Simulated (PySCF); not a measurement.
## From a computed spectrum to the compound

A species of 5 atoms with charge 2 has these harmonic modes (PBE0, small Gaussian bases with core potentials, PySCF 2.14.0):

```
cm⁻¹  km/mol  symmetry
 177    40.8        b2
 205    48.1        b1
 301    19.1        a1
1238    14.3        b2
1250     4.5        b1
1504    77.0        a1
1759   329.1        a1
3050     0.2        a1
3187     4.8        b2
```

Problem. Which species is it, and in which structure?

Solution. [Tm(H2CO)]2+ (singlet in the valence; each metal's 4f electrons, 13 of them, lie in its core potential, out of spins and levels):
```xyz
5

Tm    0.0000    0.0000   -0.4355
O     0.0000    0.0000    1.8389
C     0.0000    0.0000    3.0695
H     0.9549    0.0000    3.6311
H    -0.9549    0.0000    3.6311
```
Ideal gas at 298.15 K and 1 bar: S = 295.9 J/(mol K), Cp = 57.7 J/(mol K), H − H(0 K) = 14.1 kJ/mol (rigid rotor, harmonic modes, spin degeneracy alone, that of the 4f electrons in the core included). An lcecp potential fixes the number of 4f electrons, so in runs with it no electron can move into or out of that shell.
 This is one of several that fit.
